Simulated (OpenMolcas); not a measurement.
**Tm IV: input and output**

Input:

```
&GATEWAY
Coord
1

Tm 0.0 0.0 0.0
Basis=ANO-R1
Group=XYZ
NoMove
AngMom=0.0 0.0 0.0
AMFI
&SEWARD
&RASSCF
FileOrb=start.orb
Symmetry=1
Spin=3
nActEl=12 0 0
Inactive=15 12
Ras2=0 7
CIRoot=21 21 1
SDav=21
CIMx=300
Iter=120 100
PrWF=0.3
OrbListing=Nothing
MaxOrb=0
Atom
>>> COPY $Project.JobIph JOB001
&RASSCF
FileOrb=start.orb
Symmetry=1
Spin=1
nActEl=12 0 0
Inactive=15 12
Ras2=0 7
CIRoot=28 28 1
SDav=28
CIMx=300
Iter=120 100
PrWF=0.3
OrbListing=Nothing
MaxOrb=0
Atom
CIOnly
>>> COPY $Project.JobIph JOB002
&RASSI
NrOfJobIphs=2 21 27
1 2 3 4 5 6 7 8 9 10 11 12 13 14 15 16 17 18 19 20 21
1 2 3 4 5 6 7 8 9 10 11 12 13 14 15 16 17 18 19 20 21 22 23 24 25 26 27
IphNames
JOB001
JOB002
EJob
SpinOrbit
DIPRint=1.0
SOCoupling=1000.0
Subsets=2
MEES
Property=10
'ANGMOM' 1 'ANGMOM' 2 'ANGMOM' 3 'MLTPL  1' 1 'MLTPL  1' 2 'MLTPL  1' 3
'AMFI' 1 'AMFI' 2 'AMFI' 3 'MLTPL  2' 6
SOProperty=3
'ANGMOM' 1 'ANGMOM' 2 'ANGMOM' 3
```

Launched by
```bash
OMP_NUM_THREADS=1 MOLCAS_MEM=2252 MOLCAS_PROJECT=a pymolcas a.inp > a.log  # once for each step of the input, in one work folder
```

A driver script runs the steps one by one and writes start.orb anew before each from the orbitals found so far, so a CI-only block uses the converged orbitals of the first block.

Output, cut to the results:

```
--- SEWARD ---
Basis set label: TM.ANO-R...7S5P3D2F.

      Electronic valence basis set:
      ------------------
      Associated Effective Charge  69.000000 au
      Associated Actual Charge     69.000000 au
      Nuclear Model: Finite nucleus - Gaussian distribution
        Gaussian exponent, Xi/bohr**(-2):  1.55817E+08

      Shell  nPrim  nBasis  Cartesian Spherical Contaminant
         s      25       7        X
         p      19       5        X
         d      12       3                 X
         f      10       2                 X
                  Relativistic X2C integrals
                  Atomic mean-field integrals
--- RASSCF ---
Wave function specifications:
      -----------------------------

      Number of closed shell electrons          54
      Number of electrons in active shells      12
      Max number of holes in RAS1 space          0
      Max nr of electrons in RAS3 space          0
      Number of inactive orbitals               27
      Number of active orbitals                  7
      Number of secondary orbitals              17
      Spin quantum number                      1.0
      State symmetry                             1
Orbital specifications:
      -----------------------

      Symmetry species                           1   2
                                                ag  au
      Frozen orbitals                            0   0
      Inactive orbitals                         15  12
      Active orbitals                            0   7
      RAS1 orbitals                              0   0
      RAS2 orbitals                              0   7
      RAS3 orbitals                              0   0
      Secondary orbitals                         7  10
      Deleted orbitals                           0   0
      Number of basis functions                 22  29
      Number of CSFs                            21
      Number of root(s) required                21
      Iter CI   SX   CI       RASSCF       Energy    max ROT     max BLB   max BLB  Level Ln srch  Step   QN
          iter iter root      energy       change     param      element    value   shift minimum  type update
 Nr of preliminary CI iterations:   1
      Total energies have been shifted. Add               -13000.00 au
        1   1    7    0  -560.94416442    0.00E+00   1.09E-01*  15  16 1  6.32E-01*  0.00   0.00    SX    NO
        2   1    7    0  -561.02321328   -7.90E-02*  2.26E-02   18  28 2 -1.26E-01*  0.00   0.00    SX    NO
        3   1    7    0  -561.02282942    3.84E-04* -2.26E-02   13  23 2  1.30E-01*  0.00   0.00    SX    NO
        4   1    7    0  -561.02182097    1.01E-03*  2.41E-02   18  28 2 -1.35E-01*  0.00   0.00    SX    NO
        5   1    7    0  -561.01982983    1.99E-03* -1.61E-02   16  26 2  1.47E-01*  0.00   0.48    SX   YES
        6   1    6    0  -561.03356433   -1.37E-02*  3.76E-03   16  26 2 -4.32E-02*  0.00   0.77    QN   YES
        7   1    4    0  -561.03490226   -1.34E-03* -4.72E-05   16  26 2  5.28E-04*  0.00   0.99    QN   YES
        8   1    3    0  -561.03490245   -1.87E-07*  1.10E-06   10  18 1 -8.27E-06   0.00   1.01    QN   YES
        9   1    3    0  -561.03490245   -8.00E-11  -1.85E-07   15  16 1 -9.27E-07   0.00   1.12    QN   YES
      Convergence after  9 iterations
       10   1    3    0  -561.03490245   -3.64E-12  -1.85E-07   15  16 1 -4.05E-08   0.00   1.12    QN   YES
      Natural orbitals and occupation numbers for root  1
      sym 2:   1.676449   1.676449   2.000000   1.950326   1.950326   1.373225   1.373225
      Natural orbitals and occupation numbers for root  2
      sym 2:   1.404140   1.975815   1.404140   1.620045   1.975815   2.000000   1.620045
      Natural orbitals and occupation numbers for root  3
      sym 2:   1.662403   2.000000   1.662403   1.380147   1.957450   1.957450   1.380147
::    RASSCF root number  1 Total energy: -13561.07124902
::    RASSCF root number  2 Total energy: -13561.07124902
::    RASSCF root number  3 Total energy: -13561.07124902
::    RASSCF root number  4 Total energy: -13561.07124902
::    RASSCF root number  5 Total energy: -13561.07124902
::    RASSCF root number  6 Total energy: -13561.07124902
::    RASSCF root number  7 Total energy: -13561.07124902
::    RASSCF root number  8 Total energy: -13561.07124902
::    RASSCF root number  9 Total energy: -13561.07124902
::    RASSCF root number 10 Total energy: -13561.07124902
::    RASSCF root number 11 Total energy: -13561.07124902
...
--- RASSI ---
SPIN-FREE ENERGIES:
  (Shifted by EMIN (a.u.) =     -13561.0712490231)

 SF State       Relative EMIN(au)   Rel lowest level(eV)    D:o, cm**(-1)      L_eff

     1             0.0000000000        0.0000000000              0.0000         5.0
     2             0.0000000000        0.0000000000              0.0000         5.0
     3             0.0000000000        0.0000000000              0.0000         5.0
     4             0.0000000000        0.0000000000              0.0000         5.0
     5             0.0000000000        0.0000000000              0.0000         5.0
     6             0.0000000000        0.0000000000              0.0000         5.0
     7             0.0000000000        0.0000000000              0.0000         5.0
     8             0.0000000000        0.0000000000              0.0000         5.0
     9             0.0000000000        0.0000000000              0.0000         5.0
    10             0.0000000000        0.0000000000              0.0000         5.0
    11             0.0000000000        0.0000000000              0.0000         5.0
    12             0.0363465773        0.9890407532           7977.1517         3.0
    13             0.0363465773        0.9890407532           7977.1517         3.0
    14             0.0363465773        0.9890407532           7977.1517         3.0
    15             0.0363465773        0.9890407532           7977.1517         3.0
    16             0.0363465773        0.9890407532           7977.1517         3.0
    17             0.0363465773        0.9890407532           7977.1517         3.0
    18             0.0363465773        0.9890407532           7977.1517         3.0
    22             0.0413258290        1.1245330960           9069.9711         4.0
    23             0.0413258290        1.1245330960           9069.9711         4.0
    24             0.0413258290        1.1245330960           9069.9711         4.0
...
```

Levels above the lowest, from the spin-orbit matrix, grouped by J:

```tsv
Configuration	Term	J	E (eV)	Measured (eV)	Term weight %	Second
4f¹²	³H	6	0.0000	0.0000	99	
4f¹²	³F	4	0.8396		53	35 ¹G
4f¹²	³H	5	1.0315	1.0187	100	
4f¹²	³H	4	1.6491	1.5557	58	34 ³F
4f¹²	³F	3	2.0205	1.7867	100	
4f¹²	³F	2	2.1879	1.8709	85	14 ¹D
4f¹²	¹G	4	2.7193	2.6253	58	29 ³H
4f¹²	¹D	2	4.2596		60	27 ³P
4f¹²	¹I	6	5.1229	4.3803	99	
4f¹²	³P	1	5.6470		100	
4f¹²	³P	2	5.7369	4.7774	72	26 ¹D
4f¹²	³P	0	5.8135		100
```

Against the 7 measured excited levels shown (the list in Tchang-Brillet, Wyart, Meftah and Ait Mammar, Atoms 6, 52 (2018)) the mean absolute deviation is 2800 cm-1; the largest miss in energy is 4f¹² ³P₂ [72 %]: computed 5.7369, measured 4.7774 eV (+20.1 %).

Without dynamic correlation excited terms often stand tens of per cent too high (terms of higher spin than the ground term too low), and those without a measured partner can miss by more than the paired ones. Terms from blocks run as CI alone lack orbitals of their own. The basis is small and was not contracted for so high a charge. Measured partners are found by configuration, term and J. A level has none where our copy of the source lacks it or the pairing is in doubt (some pairs that miss far off the trend of their configuration count as doubtful), and it then counts in no deviation. Levels of configurations outside the active space are missing. The first state left out of the spin-orbit step lies near 83000 cm-1 above the lowest spin-free state of the reference (among the parities and spins computed), and the list stops at four fifths of that energy or lower.

The RASSCF and RASSI steps took 8.9 s on 1 thread of Arm Neoverse V1 (shared host); the integral step is not counted.

The term weight is that of the spin-free term in the level, not the purity of its configuration. A share in square brackets marks a mixed level and gives the weight of the term that names it.
